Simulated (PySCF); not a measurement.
AlBr₂, charge +1, singlet, geometry from GFN2-xTB (such geometries of metal compounds can be far from the true shape).

Input for PySCF:
```python
from pyscf import gto, scf, dft

mol = gto.Mole()
mol.atom = '''
    Al    0.00000000    0.00000000    0.00000000
    Br   -0.00000000   -0.00000000   -2.20949008
    Br    0.00000000    0.00000000    2.20949008
'''
mol.basis = '6-31g**'
mol.charge = 1
mol.verbose = 4
mol.build()

mf = dft.RKS(mol)
mf.xc = 'r2scan'
mf = mf.density_fit(auxbasis='def2-universal-jkfit')
mf.kernel()
```

### Question
What does this run give for the number of basis functions, HOMO energy, HOMO-LUMO gap, Mulliken (on the basis functions themselves) charges in atom order?

### Answer

```json
{
 "number_of_basis_functions": "82",
 "HOMO energy": "-13.70 eV",
 "HOMO-LUMO gap": "4.31 eV",
 "Mulliken (on the basis functions themselves) charges in atom order": "Al1 0.83, Br2 0.08, Br3 0.08"
}
```
